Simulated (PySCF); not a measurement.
H6Cl2GeSi2, singlet, at a GFN2-xTB geometry, atoms displaced at random by about 0.03 Å a coordinate; R2SCAN/STO-3G, gradient in PySCF.

The PySCF input:
```python
from pyscf import gto, scf, dft

mol = gto.M(
    atom='''
Si    1.95283126    1.50742783    0.02379250
Ge   -0.01001418    0.09453779    0.09658851
Si   -2.24958664    0.58202801    0.82913219
Cl    0.60283755   -1.74419038    1.10412255
Cl   -0.32007822   -0.64063008   -1.97145389
H     1.71535749    2.64557105   -0.84920279
H     3.08394209    0.75842232   -0.61078840
H     2.27296605    1.84507011    1.31649965
H    -3.09042468   -0.56955681    0.76587023
H    -2.76561036    1.68838886    0.01056994
H    -2.22922213    1.04832467    2.27860984
''',
    basis='sto-3g',
    verbose=3,
)

mf = dft.RKS(mol)
mf.xc = 'r2scan'
mf.kernel()
g = mf.nuc_grad_method()
g.grid_response = True
grad = g.kernel()
```

Output, abridged:

```
converged SCF energy = -3539.44610739725
--------------- RKS gradients ---------------
         x                y                z
0 Si     0.0131604124     0.0386557923     0.0559098318
1 Ge     0.0020958362    -0.0017706453     0.0070849389
2 Si    -0.0261491996    -0.0260556201    -0.0241595493
3 Cl     0.0022095124    -0.0090402250     0.0020601635
4 Cl    -0.0027340339    -0.0071086106    -0.0132474077
5 H     0.0026025464    -0.0000799862    -0.0074609170
6 H     0.0185490480    -0.0084261698    -0.0127913890
7 H    -0.0099581086    -0.0143488491    -0.0382227440
8 H     0.0043839678     0.0084198877     0.0044042014
9 H    -0.0026732457     0.0101493605    -0.0049478958
10 H    -0.0014867354     0.0096050656     0.0313707672
----------------------------------------------
```
